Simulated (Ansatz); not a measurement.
[closo-1-(F)B9H8]2- (B9H8F²⁻). The state is a singlet with charge -2. Geometry r2SCAN-D4/def2-SVPD.

Cartesian coordinates in Å:
```
B -0.0104 0.1689 1.4386
B 0.8151 0.4971 -1.0920
B 1.1784 0.9815 0.5097
B 0.3026 -1.1339 -1.1811
B -0.4573 1.3649 0.1787
B -1.5293 0.1156 0.6481
B -0.6089 -1.2921 0.2728
B 1.2585 -0.6965 0.1715
B -1.0583 -0.0949 -0.9951
F 2.2153 1.8432 0.9596
H 0.0833 0.1838 2.6552
H 1.3963 1.0417 -2.0165
H 0.5084 -1.9684 -2.0429
H -0.7961 2.5372 0.1732
H -2.6519 0.1869 1.1130
H -1.0169 -2.3919 0.6155
H 2.2713 -1.3081 0.4705
H -1.9000 -0.0350 -1.8790
```

A multiply charged anion in the gas phase is held together partly by the finite basis. At PBE-D4/def2-TZVPD, r2SCAN-D4/def2-TZVPD, B97M-V/def2-TZVPD, PBE0-D4/def2-TZVPD and others the highest occupied level of the charge -2 singlet lies above zero (up to 3.70 eV). The electron is either unbound and held by the finite basis, or the level is raised by self-interaction error. Another isomer (singlet) lies 0.08 eV lower at PBE0-D4/def2-TZVPD; other spin states weren't run for this one.

(1) Estimate the orbital energies around the gap (eV) in Ansatz with PBE-D4/def2-TZVPD, r2SCAN-D4/def2-TZVPD, B97M-V/def2-TZVPD, PBE0-D4/def2-TZVPD, BHLYP-D4/def2-TZVPD.

## Answers

(1) 
| orbital | PBE-D4/def2-TZVPD | r2SCAN-D4/def2-TZVPD | B97M-V/def2-TZVPD | PBE0-D4/def2-TZVPD | BHLYP-D4/def2-TZVPD |
| --- | --- | --- | --- | --- | --- |
| HOMO−9 | -0.89 | -1.33 | -1.47 | -2.60 | -4.01 |
| HOMO−8 | -0.33 | -0.68 | -0.80 | -1.73 | -3.05 |
| HOMO−7 | -0.08 | -0.39 | -0.50 | -1.44 | -2.74 |
| HOMO−6 | 1.21 | 0.98 | 0.80 | 0.02 | -1.14 |
| HOMO−5 | 1.22 | 1.00 | 0.81 | 0.02 | -1.10 |
| HOMO−4 | 1.62 | 1.41 | 1.22 | 0.43 | -0.70 |
| HOMO−3 | 1.85 | 1.72 | 1.58 | 0.89 | 0.14 |
| HOMO−2 | 2.14 | 1.99 | 1.82 | 1.12 | 0.22 |
| HOMO−1 | 2.49 | 2.35 | 2.17 | 1.46 | 0.54 |
| HOMO | 3.70 | 3.63 | 3.46 | 2.78 | 1.98 |
| LUMO | 5.65 | 6.21 | 5.63 | 6.01 | 6.25 |
| LUMO+1 | 5.76 | 6.30 | 5.77 | 6.08 | 6.28 |
| LUMO+2 | 5.79 | 6.30 | 5.78 | 6.11 | 6.31 |
| LUMO+3 | 5.83 | 6.35 | 5.84 | 6.18 | 6.37 |
| LUMO+4 | 5.97 | 6.45 | 5.98 | 6.24 | 6.40 |
| LUMO+5 | 5.98 | 6.46 | 5.98 | 6.25 | 6.41 |
